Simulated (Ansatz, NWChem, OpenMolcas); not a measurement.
# How basis sets differ on CH4AlClO (SMILES C[O][AlH][Cl])

The species is CH4AlClO (8 atoms), meant as a singlet with charge 0. As SMILES, `C[O][AlH][Cl]`. The coordinates come from a PBE0-D4/def2-TZVP relaxation. This is one conformer, not always the lowest.

Quantity: the HOMO–LUMO gap, in eV. The values are calculated.

```json
{"level": "HF/ANO-RCC-MB (DKH2)", "kind": "Hartree–Fock", "program": "OpenMolcas", "value (eV)": "14.03", "CPU time": "4.5 s"}
{"level": "HF/STO-3G", "kind": "Hartree–Fock", "program": "NWChem", "value (eV)": "17.47", "CPU time": "3.2 s"}
{"level": "HF/3-21G", "kind": "Hartree–Fock", "program": "Ansatz", "value (eV)": "13.93", "CPU time": "0.7 s"}
{"level": "HF/6-31G* (spherical functions)", "kind": "Hartree–Fock", "program": "Ansatz", "value (eV)": "14.22", "CPU time": "2 s"}
{"level": "HF/ANO-RCC-VDZP (DKH2, RICD fitting)", "kind": "Hartree–Fock", "program": "OpenMolcas", "value (eV)": "14.69", "CPU time": "9.8 s"}
```

The values span 13.93 to 17.47 eV. A Hartree–Fock LUMO above zero doesn't converge with the basis: it sinks as sets grow more diffuse. Orbital gaps aren't excitation energies. CPU times are rough (shared hosts, several kinds of processor and program).
